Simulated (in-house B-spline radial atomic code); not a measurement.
Sm5+: [Ar] (3d3/2)3 (3d5/2)6 4s2 4p6 4d10 4f4 5s2 5p6 (with a hole in an inner shell)

Computed with a radial B-spline atomic code at the basis-set limit: Dirac-Hartree-Fock, average of the jj configuration, Fermi nucleus of rms radius 5.0819 fm.

Effective charges: Z_r = [3n² - l(l+1)]/(2<r>) from the radius, Z_e = n√(-2ε) from the energy, and Slater's rules. Values are occupation-weighted means over j. An effective charge above Z reflects the relativistic contraction of the inner shells.

```
shell  electrons   ε (eV)  <r> (bohr)    Z_r    Z_e  Slater
   1s          2   -47242     0.02274  65.97  58.93   61.70
   2s          2  -7946.8     0.09635  62.27  48.34   57.85
   2p          6  -7117.6     0.08516  58.72  45.74   57.85
   3s          2  -1873.3      0.2524  53.50  35.20   50.75
   3p          6  -1605.4      0.2505  49.91  32.59   50.75
   3d          9    -1238      0.2293  45.79  28.62   41.20
   4s          2  -458.49      0.5695  42.14  23.22   35.10
   4p          6   -365.9      0.5992  38.39  20.74   35.10
   4d         10  -230.17      0.6471  32.45  16.45   23.85
   5s          2  -117.11       1.314  28.54  14.67   13.85
   4f          4  -90.133      0.7578  23.75  10.30   15.95
   5p          6  -88.732       1.462  24.97  12.77   13.85
```

The least bound orbital is 5p3/2 at -87.05 eV, and it is also the most diffuse (<r> = 1.482 bohr). The part-filled 3d shell lies below the filled 5p shell in orbital energy.

For the 1s electron the small component carries 5.31 % of the norm, the zero-frequency Breit interaction raises the level by 136.3 eV, self-energy by 80.75 eV, and vacuum polarisation lowers it by 12.77 eV.
